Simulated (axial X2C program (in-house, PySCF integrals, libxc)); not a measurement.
## Excited states of HfF⁺ by EOM-EE-CCSD

Calculated with an in-house all-electron X2C program for linear molecules (integrals from PySCF): two-component X2C with atomic mean-field Coulomb and Gaunt terms, Gaussian nuclei, basis Hf dyall-acv3z, F dyall-av3z with contracted cores.

R = 1.811 Å (near the PBE0 minimum at charge 1 of the determinant lowest at the starting distance; the state shown can have its own minimum elsewhere, which is not the closed-shell reference).

Vertical excitation energies from the closed-shell determinant state of HfF⁺:

| Ω | excitation (eV) | cm⁻¹ | hole of the leading pair | particle of the leading pair | weight of the pair (for Ω = 0 its time-reversed partner can hold as much again) | singles weight |
| --- | --- | --- | --- | --- | --- | --- |
| 1 | 0.300 | 2419 | 63% Hf sσ, 18% Hf dσ, 10% F pσ | 98% Hf dδ | 0.98 | 0.98 |
| 2 | 0.408 | 3291 | 63% Hf sσ, 18% Hf dσ, 10% F pσ | 98% Hf dδ | 0.61 | 0.98 |
| 3 | 0.558 | 4503 | 63% Hf sσ, 18% Hf dσ, 10% F pσ | 99% Hf dδ | 0.98 | 0.98 |

This point took 72 s on 1 thread of Arm Neoverse V1, on a shared host.

Reference electrons by ω block (each with its −ω partner): 1/2: 24, 3/2: 11, 5/2: 4, 7/2: 1. 18 electrons of HfF⁺ correlated (inner shells frozen), 84 natural virtual spinors (a truncated set); levels can be off by some tenths of an eV. Roots sought by Ω: (0: 5, 1: 4, 2: 3, 3: 1); rows need 60 % singles weight and stop where some Ω has no more roots. Missing are any skipped roots, higher Ω and states of a further excitation; these come out far too high here and may in truth be low or lowest. T1 of the reference 0.020 (Lee–Taylor). Number of frozen shells: Hf 4 s, 3 p, 2 d, 1 f; F 1 s. The closed-shell reference lies 0.22 eV above the lowest PBE0 determinant.
